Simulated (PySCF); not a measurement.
# What a mistake does to a calculation on GeH6N2Si

These are calculations, not measurements. The program is PySCF 2.14.0, an open-source quantum chemistry code, run on an isolated molecule that a program drew, which may never have been made. The molecule is GeH6N2Si (charge 0, singlet), drawn as the SMILES string `N[SiH2][NH][GeH]`.

Each row is a Hartree-Fock (HF) and frozen-core CCSD(T) single point in the cc-pV(D+d)Z basis, meant for a local HF minimum. Run 1 is clean. Each other run has one planted mistake out of seven kinds, and not every kind appears here: one electron removed, one electron added, multiplicity raised by two, geometry at a saddle point, minimal basis STO-3G, one bond length entered in bohr, all coordinates scaled. The reference is restricted for singlets and unrestricted otherwise, and also for a bond in bohr. Adding or removing an electron swaps singlet and doublet. Electrons count all cores. HOMO and LUMO are orbital energies over both spins, the gradient is its largest component, and the lowest frequency (negative if imaginary) is given only where the gradient is small. Bond lengths are over the 9 bonds as drawn. T1 is the CCSD diagnostic: over 0.02 (restricted) or 0.045 (unrestricted) a single reference is doubtful. Germanium has the cc-pVDZ-PP basis, with a core potential (ECP10MDF) in place of its 10 inner electrons, and its 3s, 3p and 3d shells are frozen in CCSD(T).

Geometry of the clean run:
```xyz
10
GeH6N2Si, angstrom
N    -3.2446    0.2937   -2.6801
Si   -2.2213    0.5400   -1.3194
N    -0.6097    0.8884   -1.8689
Ge    0.6754    2.1059   -1.3797
H    -4.0580   -0.2836   -2.5748
H    -3.4348    1.0504   -3.3108
H    -2.3088   -0.7261   -0.5525
H    -2.5997    1.6572   -0.4271
H    -0.2949    0.2621   -2.5931
H    -0.2084    2.8325   -0.2796
```

```
run,electrons,basis functions,<S^2>,HOMO (eV),LUMO (eV),gradient (hartree/bohr),lowest frequency (cm^-1),mean bond (Å),longest bond (Å),T1,HF (hartree),CCSD(T) (hartree),mistake
1,66,104,0.000,-8.90,1.29,2.9e-05,47,1.4287,1.837,0.0155,-694.76207,-695.35046,no fault
2,66,104,0.804,-9.10,1.06,2.5e-02,-,1.5278,1.895,0.0645,-694.62233,-695.20301,one bond length entered in bohr
3,66,104,0.000,-9.16,0.95,4.8e-02,-,1.5358,1.974,0.0197,-694.71456,-695.32037,all coordinates scaled
4,67,104,0.764,-0.09,8.17,6.1e-02,-,1.4287,1.837,0.0142,-694.73930,-695.33272,one electron added
5,66,104,2.009,-6.91,-0.20,2.9e-02,-,1.4287,1.837,0.0153,-694.69491,-695.26196,?
6,65,104,0.779,-14.62,-7.02,6.9e-02,-,1.4287,1.837,0.0226,-694.47030,-695.03839,?
```

**Which mistake was planted in run 5, and what did it cost?**

Electrons, basis and geometry are unchanged, and <S^2> is 2.009, beside S(S+1) = 2.00 for a multiplicity of 3. So the mistake is: multiplicity raised by two. Subtracting run 1 and multiplying by 627.51 kcal/mol a hartree, the energy moved by 42.1 kcal/mol in HF and 55.5 kcal/mol in CCSD(T).

**Which mistake was planted in run 6, and what did it cost?**

It counts 65 electrons, one fewer than the clean run, at the same geometry and basis. So the mistake is: one electron removed. Subtracting run 1 and multiplying by 627.51 kcal/mol a hartree, the energy moved by 183.1 kcal/mol in HF and 195.8 kcal/mol in CCSD(T).

Cautions from the logs. Run 2: T1 is over the limit, so its CCSD(T) energy is less reliable; run 4: the added electron raises the CCSD(T) energy, so it isn't bound in this basis.
